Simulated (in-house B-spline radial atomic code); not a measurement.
## Ionising the neon ion Ne²⁺ with different functionals

Computed with a radial B-spline atomic code at the basis-set limit: scalar-relativistic (spin-free X2C) Hamiltonian, Fermi nucleus of rms radius 3.0055 fm, spin-polarised at highest spin, spherical fractional occupations for the functionals, the average over the highest-spin determinants for Hartree-Fock. The ionisation energy is the difference of two self-consistent energies, [He] 2s2 2p4 → [He] 2s2 2p3, without Breit or QED terms; ε is the level of the shell that loses the electron (its least bound occupied spin orbital).

Hybrids are left out here: with spherical fractional occupations of an open shell their exact exchange keeps a self-interaction that integer-occupation calculations don't have.

| method | rung | ΔSCF (eV) | -ε(2p) (eV) |
| --- | --- | --- | --- |
| Hartree-Fock | Hartree-Fock | 61.66 | 63.80 |
| LDA VWN5 | LDA | ? | ? |
| LDA PW92 | LDA | 63.49 | 52.18 |
| LDA exchange-only | LDA | 60.96 | 49.93 |
| PBE | GGA | 63.31 | 51.99 |
| PBEsol | GGA | ? | ? |
| BLYP | GGA | 63.47 | 52.04 |
| RPBE | GGA | 63.14 | 51.86 |
| PW91 | GGA | 63.44 | 52.13 |
| BP86 | GGA | 63.46 | 52.13 |
| AM05 | GGA | 62.98 | 51.77 |
| OLYP | GGA | 62.87 | 51.68 |
| TPSS | meta-GGA | 62.92 | 51.86 |
| SCAN | meta-GGA | 62.35 | 51.62 |
| r2SCAN | meta-GGA | 62.31 | 51.62 |
| revTPSS | meta-GGA | 62.71 | 51.71 |

(1) What does LDA VWN5 give?

(2) What does PBEsol give?

(3) How do they compare with the NIST value?

Results:

(1) ΔSCF 63.49 eV, and -ε(2p) = 52.19 eV.

(2) ΔSCF 63.07 eV, and -ε(2p) = 51.82 eV.

(3) NIST lists 63.423 eV (measured, ground level to ground level). Errors run from -2.47 to +0.07 eV; PW91 is closest (+0.02 eV), but part of that can be cancellation, since the calculations leave out spin-orbit coupling, Breit-QED terms, multiplet and fine-structure energies. Hartree-Fock also lacks correlation.
